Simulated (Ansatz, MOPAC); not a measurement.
Molecule: H₅SiN₂O₂ (charge 0, doublet). SMILES: [NH][Si](N)(O)O

Atoms: N1, Si2, N3, O4, O5, H6, H7, H8, H9, H10. Bonds: N1-Si2, N1-H6, Si2-N3, Si2-O4, Si2-O5, N3-H7, N3-H8, O4-H9, O5-H10.

Bond lengths (Å) and angles (degrees) optimised at AM1 with MOPAC; PM6 with MOPAC; PM7 with MOPAC; HF/3-21G with Ansatz (a program for electronic structure); B3LYP/6-31G* with Ansatz; MP2/6-31G* with Ansatz, each started from the B3LYP-D3(BJ)/def2-TZVP structure (Ansatz) of the last column. A row stands for all coordinates that are equal there; 13 of 20 kinds are shown. 6-31G* holds six Cartesian d functions. No wavenumbers were computed at MP2/6-31G*, so these may be saddle points.

```
coordinate    AM1             PM6    PM7  HF/3-21G  B3LYP/6-31G*  MP2/6-31G*  B3LYP-D3(BJ)/def2-TZVP
----------  -----  --------------  -----  --------  ------------  ----------  ----------------------
N1-Si2      1.703           1.722  1.786     1.778         1.754       1.763                   1.738
N1-H6       0.973           0.998  1.006     1.016         1.027       1.024                   1.020
Si2-N3      1.677           1.693  1.766     1.709         1.711       1.700                   1.696
Si2-O4      1.753           1.554  1.589     1.654         1.658       1.660                   1.642
Si2-O5      1.754           1.559  1.587     1.657         1.665       1.669                   1.650
N3-H7       0.985  1.005 to 1.009  1.012     0.999         1.011       1.010                   1.005
O4-H9       0.951           0.886  0.964     0.960         0.968       0.971                   0.961
O5-H10      0.946           0.883  0.960     0.958         0.967       0.970                   0.960
N1-Si2-N3   112.2           104.3  105.1     104.5         103.7       103.1                   103.6
N1-Si2-O4   113.6           113.9  113.6     114.3         117.3       119.0                   119.8
N1-Si2-O5   110.1           103.9  108.4     107.7         107.9       106.0                   105.8
N3-Si2-O4   112.1           108.9  109.5     110.8         109.7       108.0                   106.8
N3-Si2-O5   113.0           114.6  113.7     116.0         115.0       119.0                   117.9
```

A range marks coordinates that this level makes unequal.

Mean signed difference of all 9 bond lengths from B3LYP-D3(BJ)/def2-TZVP: AM1 0.005 Å, PM6 -0.041 Å, PM7 0.000 Å, HF/3-21G 0.006 Å, B3LYP/6-31G* 0.011 Å, MP2/6-31G* 0.011 Å.
